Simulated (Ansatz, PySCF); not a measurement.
Gas-phase reaction (SMILES): CCC[Si](O)(O)O [trihydroxy(propyl)silane] + O (H2O) -> O[Si](O)(O)O + CCC [propane]; water cleaves one Si-C bond, a model of a ligand-exchange step.

Geometries: B3LYP-D3(BJ)/def2-TZVP minima from Ansatz (a quantum-chemistry and plane-wave program), one conformer each, not searched for the lowest. Correlated levels leave the core frozen unless marked. Spin-orbit coupling is left out. Non-relativistic. CBS(X,Y): correlation extrapolated as X^-3; Hartree-Fock from the larger set. The bracket is a focal-point correction in the basis named. Thermal terms are rigid-rotor harmonic-oscillator values from B3LYP-D3(BJ) frequencies (Ansatz or PySCF) at 298.15 K and 1 atm. 1 Eh = 627.5095 kcal/mol.

```json
[
 {"species": "CCC[Si](O)(O)O", "E, RI-MP2/CBS(cc-pV(T+d)Z,cc-pV(Q+d)Z)+[CCSD(T)-MP2]/cc-pV(T+d)Z (Ansatz) (Eh)": "-634.95978", "E, PBE-D3(BJ)/def2-TZVPD (Ansatz + dftd3) (Eh)": "-635.29110", "H - E (Eh)": "0.14830"},
 {"species": "O (H2O)", "E, RI-MP2/CBS(cc-pV(T+d)Z,cc-pV(Q+d)Z)+[CCSD(T)-MP2]/cc-pV(T+d)Z (Ansatz) (Eh)": "-76.37659", "E, PBE-D3(BJ)/def2-TZVPD (Ansatz + dftd3) (Eh)": "-76.38147", "H - E (Eh)": "0.02495"},
 {"species": "O[Si](O)(O)O", "E, RI-MP2/CBS(cc-pV(T+d)Z,cc-pV(Q+d)Z)+[CCSD(T)-MP2]/cc-pV(T+d)Z (Ansatz) (Eh)": "-592.40082", "E, PBE-D3(BJ)/def2-TZVPD (Ansatz + dftd3) (Eh)": "-592.70290", "H - E (Eh)": "0.06559"},
 {"species": "CCC", "E, RI-MP2/CBS(cc-pV(T+d)Z,cc-pV(Q+d)Z)+[CCSD(T)-MP2]/cc-pV(T+d)Z (Ansatz) (Eh)": "-118.97835", "E, PBE-D3(BJ)/def2-TZVPD (Ansatz + dftd3) (Eh)": "-119.00726", "H - E (Eh)": "0.10859"}
]
```

Task: Work out ΔE and ΔH at 298.15 K at the first level, then ΔH at the second.

Result: 
1. ΔE = [(-592.40082) + (-118.97835)] - [(-634.95978) + (-76.37659)] = -0.04280 Eh = -26.9 kcal/mol at RI-MP2/CBS(cc-pV(T+d)Z,cc-pV(Q+d)Z)+[CCSD(T)-MP2]/cc-pV(T+d)Z.
2. The terms H - E add up to 0.00093 Eh, so ΔH = (-0.04280 + (0.00093))×627.5095 = -26.3 kcal/mol.
3. At PBE-D3(BJ)/def2-TZVPD the same steps give ΔE = -23.6 and ΔH = -23.0 kcal/mol, a shift of +3.3 from the first level.
4. These values are not checked against measurement here, since the tables used lack a sound gas-phase enthalpy of formation for at least one species.
